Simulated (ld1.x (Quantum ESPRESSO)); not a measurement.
**What the settings do to the TM potential of Mn (Z = 25)**

Base potential:

ld1.x (Quantum ESPRESSO) 7.5 input, shortened:

```
&input
   title='Mn', zed=25., rel=2, dft='PBE', iswitch=3,
   config='[Ar] 3d5 4s1 4p0', rel_dist='average'
 /
 &inputp
   pseudotype=2, tm=.true., lloc=0,
   nlcc=.true., new_core_ps=.true., rcore=1.30
 /
3
4P  2  1   0.00   0.00  2.20  2.20  0.0
3D  3  2   5.00   0.00  1.70  1.70  0.0
4S  1  0   1.00   0.00  1.80  1.80  0.0
 &test
   configts(1)='3d5 4s1 4p0'
 /
```

Open shells are filled in proportion to 2j + 1 (rel_dist='average').

All-electron outer shells of the reference configuration (PBE, scalar-relativistic, ld1.x):

```tsv
shell	level (eV)	outermost node (bohr)	outermost maximum (bohr)
3p	-62.83	0.31	0.75
3d	-14.91	–	0.76
4s	-11.88	1.05	2.38
4p	-7.19	1.15	2.95
```

Cutoffs, loose and tight: the cutoffs (Ry, on a coarse ladder) from which the occupation-weighted sum of valence levels, in a spherical-Bessel basis at the reference potential, stays within 10 and 1 mRy of its value at 400 Ry. They do not see the model core or the augmentation charge, which bear on the density cutoff. Test errors are all-electron minus pseudo excitation energies from the reference, over the configurations 3d5 4s2 4p0; 3d5 4s0 4p0; 3d4 4s0 4p0; 3d5 4s0 4p1; 3d4 4s2 4p0; 3d6 4s0 4p0; 3d5 4s1 4p1. A dash means not determined; rows that change the core or the reference have their own tests. The largest error is taken over the tests solved by every variant that gives reliable tests at all: 3d5 4s0 4p0; 3d5 4s0 4p1; 3d5 4s1 4p1; 3d6 4s0 4p0.

A true bound ghost makes a file unfit for plane-wave use even where its test errors are small: the radial tests pick states by their node count and pass the ghost by.

| change | outcome | cutoff, loose | cutoff, tight | bound ghosts | largest test error (meV) |
| --- | --- | --- | --- | --- | --- |
| base | generated | 90 Ry | 140 Ry | p1/2 | -253 |
| wave 3d (bound): rc 1.70 bohr becomes 3d (bound): rc 1.42 bohr | generated | 110 Ry | 160 Ry | p1/2 | -288 |
| wave 3d (bound): rc 1.70 bohr becomes 3d (bound): rc 1.76 bohr | generated | 80 Ry | 140 Ry | p1/2 | -246 |
| wave 3d (bound): rc 1.70 bohr becomes 3d (bound): rc 1.88 bohr | generated | 70 Ry | 120 Ry | p1/2 | -220 |
| wave 3d (bound): rc 1.70 bohr becomes 3d (bound): rc 2.28 bohr | generated | 55 Ry | 90 Ry | p1/2 | -110 |
| wave 3d (bound): rc 1.70 bohr becomes 3d (bound): rc 2.44 bohr | generated | 50 Ry | 80 Ry | p1/2 | -71 |

(1) What comes out with this change to the base: wave 3d (bound): rc 1.70 bohr becomes 3d (bound): rc 1.22 bohr?

Answers

(1) outcome: generated; cutoff, loose: 140 Ry; cutoff, tight: 160 Ry; bound ghosts: p1/2; largest test error (meV): -304.

Reading the sweep of the d radius (base included, trends over the rows without a ghost): Bound ghosts are found at 1.22, 1.42, 1.7, 1.76, 1.88, 2.28, 2.44 bohr. Every judged row has one, so this setting neither creates nor removes them.
